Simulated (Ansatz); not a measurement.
Barrier from R1 to the saddle point P1, each structure at its B3LYP-D3(BJ)/def2-TZVP stationary point, reached from a drawn start; harmonic modes at that level show the others as minima.
R1, NH3 (SMILES N) (charge 0, multiplicity 1):
| atom | x (Å) | y (Å) | z (Å) |
|---|---|---|---|
| N | 0.0000 | 0.0000 | 0.2791 |
| H | 0.9428 | 0.0000 | -0.0931 |
| H | -0.4714 | 0.8165 | -0.0931 |
| H | -0.4714 | -0.8165 | -0.0931 |
P1, H3N, a first-order saddle point (one imaginary mode, 800i cm⁻¹) (charge 0, multiplicity 1, Z-matrix in Å and degrees):
```
N
H 1 0.9974
H 1 0.9974 2 120.00
H 1 0.9974 2 120.00 3 180.00
```

P less R. No zero-point or thermal terms. No path was followed down from the saddle.

Cores are frozen in the correlated methods.

Run with Ansatz (a quantum-chemistry and plane-wave program). No computed number here is a measurement.

One of these levels gives 6.13 kcal/mol for the barrier height. Which one is it?
A. HF/cc-pVTZ
B. BHLYP/def2-TZVPP
C. MP2/cc-pVDZ
D. SCS-MP2/cc-pVTZ

D, SCS-MP2/cc-pVTZ. The others give 5.32 (HF/cc-pVTZ), 4.57 (BHLYP/def2-TZVPP), 7.84 (MP2/cc-pVDZ)
